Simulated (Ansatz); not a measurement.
Program: Ansatz. Geometries: PBE0-D4/def2-TZVP. ΔE: electronic, gas phase. CCSD(T)/CBS is the MP2 limit (def2-TZVPP, def2-QZVPP) plus CCSD(T) − MP2 in def2-TZVPP, frozen cores. This one scheme is used for every species. Functionals use def2-TZVPP. B3LYP here is the variant with VWN-RPA as its local correlation; programs differ in this. Elements past krypton have def2 core potentials. For Sn outer-core shells are correlated without core-valence functions, which leaves a few kJ/mol of doubt a bond. One conformer a species, not always the lowest.

`C=[CH][SnH]([CH3])[F]` + `OB(O)O` → `C=COB(O)O` + `[CH3][SnH2][F]`  (substitution at a C–Sn bond)

| level | ΔE (eV) |
| --- | --- |
| PBE0-D4 | 0.47 |
| B3LYP-D4 | 0.45 |
| PBE | 0.42 |
| B3LYP | 0.42 |
| SCS-MP2/def2-TZVPP | 0.61 |
| CCSD(T)/def2-TZVPP | 0.59 |
| HF/def2-QZVPP | 0.42 |
| MP2/def2-QZVPP | 0.69 |

**Question.** What does CCSD(T)/CBS give? (An estimate is asked.)

**Answer.** Ansatz gave: +0.63 eV. The listed levels differ from it by -0.16, -0.18, -0.21, -0.21, -0.02, -0.04, -0.21, 0.06 eV.

Largest T1 diagnostic among the species: 0.013.

The D4 term adds +0.04 eV with B3LYP and +0.02 eV with PBE0; it sums over pairs of atoms, weighted by their polarisabilities, and B3LYP, whose exchange is more repulsive, gets the larger term. In def2-TZVPP, CCSD(T) changes the Hartree–Fock value by +0.17 eV (the triples alone add +0.02 eV) and MP2 by +0.25 eV.
